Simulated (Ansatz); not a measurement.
Species: dimethoxy-bis(sulfanyl)silane, C$_{2}$H$_{8}$O$_{2}$S$_{2}$Si (charge 0, singlet). SMILES: S[Si](OC)(OC)S
Geometry from a B3LYP-D3(BJ)/def2-TZVP (Ansatz, an electronic-structure program) optimisation:
```xyz
15

C     -1.5392    -1.5730    -1.4876
O     -0.7995    -1.3377    -0.2923
Si    -0.0224     0.0512     0.0673
S     -1.4622     1.6169    -0.1094
S      0.8308    -0.1704     2.0112
O      1.2101     0.3970    -0.9446
C      2.3935    -0.3845    -1.0861
H     -0.9600    -1.2987    -2.3724
H     -1.7718    -2.6362    -1.5282
H     -2.4718    -1.0044    -1.4858
H     -0.5753     2.5899     0.1582
H     -0.3364    -0.5009     2.5883
H      2.9297    -0.0168    -1.9598
H      3.0337    -0.2830    -0.2068
H      2.1557    -1.4411    -1.2298
```
Charge 0, spin multiplicity 1.

Wanted: atomisation energy (electronic, to ground-state atoms); the coupled-cluster value holds the core correlation from cc-pwCVTZ, in kJ/mol. Correlated levels leave the core frozen unless marked. Open shells are spin-unrestricted. No spin-orbit coupling. Non-relativistic. Basis-set limits of correlation are two-point, X^-3; Hartree-Fock from the larger set.

Level to compare with: CCSD(T)/CBS(cc-pV(T+d)Z,cc-pV(Q+d)Z) plus the core term (Ansatz), 5636.8 kJ/mol. It is a level with limits of its own, and the differences hold the functionals' basis error too.

### Question
Rank these functionals by how close they come to CCSD(T)/CBS(cc-pV(T+d)Z,cc-pV(Q+d)Z), closest first: PBE0/def2-TZVPD (Ansatz); revPBE/def2-TZVPD (Ansatz); B3LYP/def2-TZVPD (Ansatz); HSE06/def2-TZVPD (Ansatz).

### Answer
HSE06/def2-TZVPD (screened hybrid, 5558.3 kJ/mol, difference -78.5), PBE0/def2-TZVPD (global hybrid, 5551.9 kJ/mol, difference -84.9), B3LYP/def2-TZVPD (global hybrid, 5509.3 kJ/mol, difference -127.5), revPBE/def2-TZVPD (GGA, 5431.5 kJ/mol, difference -205.3)…
